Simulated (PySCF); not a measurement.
Constitutional and geometric isomers with formula C2H3BO. Gas-phase values, no solvent. One relaxed conformer stands for each flexible species; it need not be the lowest. Strings in code marks are SMILES.

Computed with PBE-D3(BJ)/def2-TZVP in PySCF 2.14.0. Delta-SCF ions had no search for a lower state. Excitations are Tamm–Dancoff values on a coarser integration grid. The basis has no diffuse functions, so Rydberg states are missing or too high.

```
species                           vertical ionisation energy (Delta-SCF) (eV)  LUMO (eV)  S1 excitation (TDA) (eV)  HOMO (eV)  S1 oscillator strength
--------------------------------  -------------------------------------------  ---------  ------------------------  ---------  ----------------------
`C=C1BO1`                                                                9.84      -2.34                      4.88      -6.29                   0.038
`OC1BC=1` (H–O–C–C torsion 180°)                                        10.30      -0.86                      6.03      -6.69                   0.001
`[C@H]12[C@H](O1)B2`                                                     9.23      -1.73                      4.68      -5.58                   0.069
`C=BC=O`                                                                    –      -3.22                      3.20      -6.16                   0.000
`[H]/B=C1\CO1`                                                           8.39      -3.15                      1.89      -4.95                   0.000
`B=CC=O`                                                                    –      -3.42                      2.53      -5.77                   0.014
```
